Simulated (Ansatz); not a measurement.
`O=C[SiH2]Br` + `BO` → `BO[SiH2]Br` + `C=O` at 500 K and 1 bar (ligand exchange at the Si–C bond).

Isolated molecules relaxed with PBE0-D4/def2-TZVP in Ansatz; ΔE leaves out vibrations. CCSD(T)/CBS adds triple-zeta CCSD(T) − MP2 to the extrapolated MP2 energy (def2 sets, frozen cores). This one scheme is used for every species. For Br outer-core shells are correlated without core-valence functions, which leaves a few kJ/mol of doubt a bond. Scalar relativity is left out up to krypton. Each species was taken in one conformer, which may not be the lowest.

```json
{"species": "`O=C[SiH2]Br`", "CCSD(T)/CBS energy (Eh)": "-2977.43874", "H − E (kJ/mol)": "131.7", "S (J/(mol·K))": "385.5"}
{"species": "`BO`", "CCSD(T)/CBS energy (Eh)": "-101.80414", "H − E (kJ/mol)": "113.6", "S (J/(mol·K))": "256.0"}
{"species": "`BO[SiH2]Br`", "CCSD(T)/CBS energy (Eh)": "-2964.89003", "H − E (kJ/mol)": "156.0", "S (J/(mol·K))": "391.5"}
{"species": "`C=O`", "CCSD(T)/CBS energy (Eh)": "-114.39408", "H − E (kJ/mol)": "87.9", "S (J/(mol·K))": "238.5"}
```

H − E and S are ideal-gas, rigid-rotor, harmonic terms from PBE0-D4/def2-TZVP, for one conformer and one mirror image of each species. 1 Eh = 2625.50 kJ/mol, R = 8.31446 J/(mol·K).

By hand: ΔE, ΔH, ΔS and ΔG.

ΔE = (-2964.89003) + (-114.39408) − (-2977.43874) − (-101.80414) = -0.04123 Eh = -108.2 kJ/mol. Δ(H − E) = 156.0 + 87.9 − 131.7 − 113.6 = -1.4, so ΔH = -109.6 kJ/mol. ΔS = 391.5 + 238.5 − 385.5 − 256.0 = -11.5 J/(mol·K). ΔG = -109.6 − 500 × (-11.5)/1000 = -103.8 kJ/mol.

By hand: the equilibrium constant, and the temperature at which ΔG would vanish if ΔH and ΔS stayed fixed.

log₁₀ K = −ΔG/(RT ln 10) = 10.8. ΔG = 0 at ΔH/ΔS = 9530 K, far beyond where these terms or the molecules hold.

The number of gas molecules stays the same, so ΔS is small and ΔH decides. A doubt of 5 kJ/mol in ΔE shifts log₁₀ K by 0.5 here. Other conformers and mirror images would add mixing entropy, several J/(mol·K) or more a flexible species. Modes under 60 cm⁻¹, often nearly free rotors, make the harmonic entropy too high. These are equilibria of isolated gas molecules and say nothing of rates. Largest T1 diagnostic: 0.015 (customary marks: 0.02 for closed shells, 0.045 for open ones).
